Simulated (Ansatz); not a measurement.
Reaction (redistribution): `N[SiH2][SiH2]CO` + `N[SiH](O)Br` → `OC[SiH2]Br` + `N[SiH2][SiH](N)O`

Calculated with Ansatz (gas phase, PBE0-D4/def2-TZVP geometries, no zero-point term in ΔE). CCSD(T)/CBS adds triple-zeta CCSD(T) − MP2 to the extrapolated MP2 energy (def2 sets, frozen cores). Functionals use def2-TZVPP. For Br outer-core shells are correlated without core-valence functions, which leaves a few kJ/mol of doubt a bond. Scalar relativity is left out up to krypton. One conformer a species, not always the lowest.

```csv
level,ΔE (kcal/mol)
r2SCAN,4.7
HF/CBS(def2),5.3
```

Task: What does CCSD(T)/CBS give? (Best estimate.)

Result: Computed: +3.9 kcal/mol. The listed levels differ from it by 0.8, 1.4 kcal/mol.

Largest T1 diagnostic among the species: 0.012.

In def2-TZVPP, CCSD(T) changes the Hartree–Fock value by −1.0 kcal/mol (the triples alone add −0.2 kcal/mol) and MP2 by −1.1 kcal/mol.
